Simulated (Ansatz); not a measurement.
`C[Si](N)(Cl)Br` + H₂ → `C[SiH](N)Br` + HCl at 700 K and 1 bar (hydrogenolysis of the Si–Cl bond).

Isolated molecules relaxed with PBE0-D4/def2-TZVP in Ansatz; ΔE leaves out vibrations. CCSD(T)/CBS adds triple-zeta CCSD(T) − MP2 to the extrapolated MP2 energy (def2 sets, frozen cores). This one scheme is used for every species. For Br outer-core shells are correlated without core-valence functions, which leaves a few kJ/mol of doubt a bond. Scalar relativity is left out up to krypton. One conformer a species, not always the lowest.

```csv
species,CCSD(T)/CBS energy (Eh),H − E (kJ/mol),S (J/(mol·K))
`C[Si](N)(Cl)Br`,-3418.10250,256.9,497.4
H₂,-1.17544,46.8,155.3
`C[SiH](N)Br`,-2958.86440,266.6,454.4
HCl,-460.38127,38.4,211.8
```

H − E and S are ideal-gas, rigid-rotor, harmonic terms from PBE0-D4/def2-TZVP, for one conformer and one mirror image of each species. For small species the MP2-based limit differs from directly extrapolated CCSD(T) by up to some mEh (0.8 for H₂); such offsets cancel only in part. 1 Eh = 2625.50 kJ/mol, R = 8.31446 J/(mol·K).

**Question.** By hand: ΔE, ΔH, ΔS and ΔG.

**Answer.** ΔE = (-2958.86440) + (-460.38127) − (-3418.10250) − (-1.17544) = 0.03227 Eh = 84.7 kJ/mol. Δ(H − E) = 266.6 + 38.4 − 256.9 − 46.8 = 1.3, so ΔH = 86.0 kJ/mol. ΔS = 454.4 + 211.8 − 497.4 − 155.3 = 13.5 J/(mol·K). ΔG = 86.0 − 700 × (13.5)/1000 = 76.5 kJ/mol.

**Question.** By hand: the equilibrium constant, and the temperature at which ΔG would vanish if ΔH and ΔS stayed fixed.

**Answer.** log₁₀ K = −ΔG/(RT ln 10) = -5.7. ΔG = 0 at ΔH/ΔS = 6370 K, far beyond where these terms or the molecules hold.

The number of gas molecules stays the same, so ΔS is small and ΔH decides. A doubt of 5 kJ/mol in ΔE shifts log₁₀ K by 0.4 here. Other conformers and mirror images would add mixing entropy, several J/(mol·K) or more a flexible species. These are equilibria of isolated gas molecules and say nothing of rates. Largest T1 diagnostic: 0.008 (customary marks: 0.02 for closed shells, 0.045 for open ones).
